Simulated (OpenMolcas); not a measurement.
A calculation on Ca II.

```
Program             : OpenMolcas 26.06
Method              : CASSCF
Basis               : ANO-RCC-VQZP [7s6p3d2f1g]
Scalar Hamiltonian  : DKH2, point nucleus
Active space        : 1 electron in 4 orbitals (4s 4p)
State averaging     : 2S+1 = 2 even, 1 root; 2S+1 = 2 odd, 3 roots
Spin-orbit coupling : RASSI with atomic mean-field integrals over the reference wave functions, term energies averaged over their components
```

(1) Which level of the active space comes out lowest?

(2) How high does 4p ²P°_3/2 lie?

(3) How high does 4p ²P°_1/2 lie?

Measured values: NIST Handbook of Basic Atomic Spectroscopic Data.

Results:

(1) 4s ²S_1/2, with 100 % of that term; it is also the measured ground level.

(2) 23716 cm⁻¹ above the lowest level; measured 25414 cm⁻¹ above the ground level, so the calculation is off by -7 %.

(3) 23556 cm⁻¹ above the lowest level; measured 25192 cm⁻¹ above the ground level, so the calculation is off by -6 %.

ANO sets are built for ground and valence states and can reach diffuse excited orbitals poorly. With one active electron the reference holds no correlation, so core polarisation is missing. Computed and measured levels are paired by configuration, term and J; levels that our copy of the source lacks, or whose pairing is in doubt (as where it misses far off the trend of its configuration), stay unpaired and out of the deviations. Only configurations of the active space appear.

° marks odd parity.
